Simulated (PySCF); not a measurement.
Computed IR spectrum (relative IR intensity) of a molecule C₃H₇BO₂. Geometry optimised at PBE-D3(BJ)/def2-SVP. The values are those of a single conformer. Level of theory: PySCF with PBE-D3(BJ)/def2-SVP. Harmonic, unscaled wavenumbers; measured fundamentals usually lie a few per cent lower.

Lines under 2 % of the strongest are left out, and lines within 2 cm⁻¹ are merged.

ν (cm⁻¹): 344 (vw), 415 (vw), 539 (vw), 596 (m), 679 (w), 713 (w), 936 (m), 942 (w), 998 (w), 1022 (vw), 1232 (vw), 1314 (m), 1362 (vs), 1408 (m), 1420 (vw), 1458 (m), 1649 (w), 2939 (w), 3021 (w), 3046 (w), 3056 (w), 3148 (vw), 3713 (w) (against the strongest line: vs over 80 %, s over 45 %, m over 15 %, w over 4 %, vw less)

Q: Which molecule gave these data?
A. OB1CC[C@@H]1O
B. OB1CCCO1
C. CB1OCCO1
D. C=CB(O)OC

A: D, C=CB(O)OC
